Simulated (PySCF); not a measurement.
## Stretching HoP

Set-up: Ho x2c-TZVPall, P x2c-TZVPall; spin-free X2C with a Gaussian nucleus (PySCF 2.14). Energies in eV from Ho (4f11 6s2) + P in their ground configurations at the same level. State: quintet, about 10.1 electrons in the 4f shell (Mulliken), real f orbitals that mix terms.

All columns are PBE0. A positive dipole means Ho(−)P(+).

```tsv
R (Å)	E (eV)	μ (D)	Mulliken charge on Ho (basis-dependent)	HOMO (eV)	LUMO (eV)	Mayer bond order	⟨S²⟩
1.977	-0.315	-4.75	0.49	-4.57	-2.46	3.11	6.13
2.069	-1.077	-5.56	0.50	-4.76	-2.53	3.10	6.06
2.161	-1.502	-6.22	0.50	-4.95	-2.61	3.09	6.02
2.230	-1.652	-6.49	0.49	-5.14	-2.64	3.04	6.06
2.299	-1.693	-6.61	0.48	-5.05	-2.69	2.97	6.14
2.368	-1.648	-6.71	0.46	-4.96	-2.73	2.91	6.21
2.460	-1.488	-6.82	0.44	-4.86	-2.77	2.81	6.31
2.575	-1.182	-6.96	0.42	-4.72	-2.80	2.70	6.41
2.713	-0.729	-7.09	0.40	-4.56	-2.87	2.55	6.57
2.897	-0.089	-7.20	0.38	-4.34	-3.03	2.35	6.79
```

A fit through these points gives, at Re = 2.294 Å, μ = -6.61 D and dμ/dR = -1.51 D/Å; the reduced mass is 26.08 u.

**Question.** How strong is the fundamental in the double-harmonic approximation, I = 42.26·(dμ/dR)²/μred km/mol?

**Answer.** I = 42.26·(-1.51)²/26.08 = 3.69 km/mol at PBE0.

⟨S²⟩ of the unrestricted solution departs from its pure value on part of the curve, where spin states mix. Spin–orbit coupling is left out, which matters for elements this heavy, above all for dissociation energies. The state is the lowest single determinant that the PBE0 search found; with open d or f shells the true ground state can be another one.
